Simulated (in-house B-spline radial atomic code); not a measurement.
**Ionising P5+ with different functionals**

Computed with an all-electron radial atomic-structure program (B-spline basis): scalar-relativistic (spin-free X2C) Hamiltonian, Fermi nucleus of rms radius 3.1889 fm, spin-polarised at highest spin, spherical fractional occupations for the functionals, the average over the highest-spin determinants for Hartree-Fock. The ionisation energy is the difference of two self-consistent energies, [He] 2s2 2p6 → [He] 2s2 2p5, without Breit or QED terms; ε is the level of the shell that loses the electron (its least bound occupied spin orbital).

Hybrids are left out here: with spherical fractional occupations of an open shell their exact exchange keeps a self-interaction that integer-occupation calculations don't have.

```json
{"method": "Hartree-Fock", "rung": "Hartree-Fock", "ΔSCF (eV)": "219.17", "-ε(2p) (eV)": "222.30"}
{"method": "LDA VWN5", "rung": "LDA", "ΔSCF (eV)": "220.81", "-ε(2p) (eV)": "199.85"}
{"method": "LDA PW92", "rung": "LDA", "ΔSCF (eV)": "220.80", "-ε(2p) (eV)": "199.83"}
{"method": "LDA exchange-only", "rung": "LDA", "ΔSCF (eV)": "218.39", "-ε(2p) (eV)": "197.55"}
{"method": "PBE", "rung": "GGA", "ΔSCF (eV)": "220.83", "-ε(2p) (eV)": "199.86"}
{"method": "PBEsol", "rung": "GGA", "ΔSCF (eV)": "220.56", "-ε(2p) (eV)": "199.61"}
{"method": "BLYP", "rung": "GGA", "ΔSCF (eV)": "220.89", "-ε(2p) (eV)": "199.93"}
{"method": "RPBE", "rung": "GGA", "ΔSCF (eV)": "220.76", "-ε(2p) (eV)": "199.81"}
{"method": "PW91", "rung": "GGA", "ΔSCF (eV)": "?", "-ε(2p) (eV)": "?"}
{"method": "BP86", "rung": "GGA", "ΔSCF (eV)": "221.00", "-ε(2p) (eV)": "200.00"}
{"method": "AM05", "rung": "GGA", "ΔSCF (eV)": "220.49", "-ε(2p) (eV)": "199.56"}
{"method": "OLYP", "rung": "GGA", "ΔSCF (eV)": "221.40", "-ε(2p) (eV)": "200.58"}
{"method": "TPSS", "rung": "meta-GGA", "ΔSCF (eV)": "221.29", "-ε(2p) (eV)": "200.41"}
{"method": "SCAN", "rung": "meta-GGA", "ΔSCF (eV)": "222.71", "-ε(2p) (eV)": "202.20"}
{"method": "r2SCAN", "rung": "meta-GGA", "ΔSCF (eV)": "222.59", "-ε(2p) (eV)": "202.07"}
{"method": "revTPSS", "rung": "meta-GGA", "ΔSCF (eV)": "?", "-ε(2p) (eV)": "?"}
```

(1) What does revTPSS give?

(2) What does PW91 give?

(3) How do they compare with the NIST value?

Answers

(1) ΔSCF 221.00 eV, and -ε(2p) = 200.16 eV.

(2) ΔSCF 221.09 eV, and -ε(2p) = 200.11 eV.

(3) NIST lists 220.43 eV ± 0.005 (semi-empirical, ground level to ground level). Errors run from -2.04 to +2.28 eV; AM05 is closest (+0.06 eV), but part of that can be cancellation, since the calculations leave out spin-orbit coupling, Breit-QED terms, multiplet and fine-structure energies. Hartree-Fock also lacks correlation.
